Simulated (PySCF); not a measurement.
SMILES CC[CH2][Al]([F])[CH2]CC (C6H14AlF), GFN2-xTB optimised geometry.

```
22

Al    -1.09     1.75     0.00
F     -1.79     3.25     0.00
C      0.91     1.75     0.00
C      1.60     0.38    -0.11
C      3.12     0.51    -0.09
H      1.27     2.25     0.91
H      1.26     2.39    -0.82
H      1.28    -0.26     0.72
H      1.29    -0.12    -1.03
H      3.46     1.12    -0.93
H      3.59    -0.47    -0.17
H      3.45     0.98     0.83
C     -2.40     0.22     0.00
C     -1.81    -1.19     0.13
C     -2.89    -2.26     0.11
H     -3.00     0.27    -0.92
H     -3.12     0.38     0.82
H     -1.11    -1.37    -0.69
H     -1.24    -1.27     1.06
H     -3.59    -2.11     0.93
H     -2.46    -3.25     0.20
H     -3.46    -2.21    -0.82
```

Density from PBE0/def2-SVP in PySCF at that geometry.

Minimum of the electron density along straight lines between bonded atoms, close to the bond critical point (lines longer than 1.1 times the sum of covalent radii, or with two minima, are not listed):

| bond | length / Å | ρ at the minimum / e bohr⁻³ | ∇²ρ there / e bohr⁻⁵ | position (fraction from the first atom) |
|---|---|---|---|---|
| Al1–F2 | 1.658 | 0.097 | 1.00 | 0.44 |
| Al1–C3 | 2.004 | 0.079 | 0.28 | 0.40 |
| C3–C4 | 1.534 | 0.237 | -0.52 | 0.50 |
| C4–C5 | 1.526 | 0.243 | -0.55 | 0.50 |
| C3–H6 | 1.101 | 0.263 | -0.89 | 0.62 |
| C3–H7 | 1.101 | 0.264 | -0.89 | 0.62 |
| C4–H8 | 1.092 | 0.276 | -0.99 | 0.62 |
| C4–H9 | 1.093 | 0.275 | -0.99 | 0.62 |
| C5–H10 | 1.088 | 0.276 | -1.00 | 0.62 |
| C5–H11 | 1.088 | 0.276 | -1.00 | 0.62 |
| C5–H12 | 1.088 | 0.276 | -1.00 | 0.62 |
| Al1–C13 | 2.004 | 0.079 | 0.28 | 0.40 |
| C13–C14 | 1.534 | 0.237 | -0.52 | 0.50 |
| C14–C15 | 1.526 | 0.243 | -0.55 | 0.50 |
| C13–H16 | 1.101 | 0.263 | -0.89 | 0.62 |
| C13–H17 | 1.101 | 0.264 | -0.89 | 0.62 |
| C14–H18 | 1.092 | 0.276 | -0.99 | 0.62 |
| C14–H19 | 1.093 | 0.275 | -0.99 | 0.62 |
| C15–H20 | 1.088 | 0.276 | -1.00 | 0.62 |
| C15–H21 | 1.088 | 0.276 | -1.00 | 0.62 |
| C15–H22 | 1.088 | 0.276 | -1.00 | 0.62 |
